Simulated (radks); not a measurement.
Polarisability of the indium ion In3+, [Kr] 4d10, at imaginary frequency. Calculated with a radial shooting solver on a logarithmic mesh with Libxc functionals: scalar-relativistic Kohn-Sham, exchange-only LDA, spin-polarised, spherical densities, finite nucleus; Fermi nuclear charge, rms radius 4.6156 fm. Response by self-consistent Sternheimer equations with the Hartree and adiabatic exchange-only LDA kernel, the relativistic mass of each level held fixed and spin-orbit coupling left out.

w (hartree),alpha1(iw) (bohr^3),alpha2(iw) (bohr^5)
0.00266,3.625,10.50
0.0143,3.624,10.49
0.0360,3.622,10.47
0.0697,3.614,10.41
0.118,3.595,10.25
0.186,3.553,9.913
0.280,3.469,9.317
0.413,3.311,8.405
0.605,3.044,7.231
0.892,2.634,5.924
1.35,2.078,4.570
2.12,1.417,3.179
3.59,0.7643,1.820
6.94,0.2894,0.7230
17.5,0.06652,0.1445

Static values: alpha1 = 3.625 bohr^3 (0.5372 angstrom^3; uncoupled 5.486), alpha2 = 10.50 bohr^5, alpha3 = 39.55 bohr^7. C6 = 16.14, C8 = 196.9, triple-dipole C9 = 41.12 atomic units. One-pole (London) frequency 4 C6 / (3 alpha1^2) = 1.638 hartree, against 1.705 for minus the highest occupied eigenvalue.
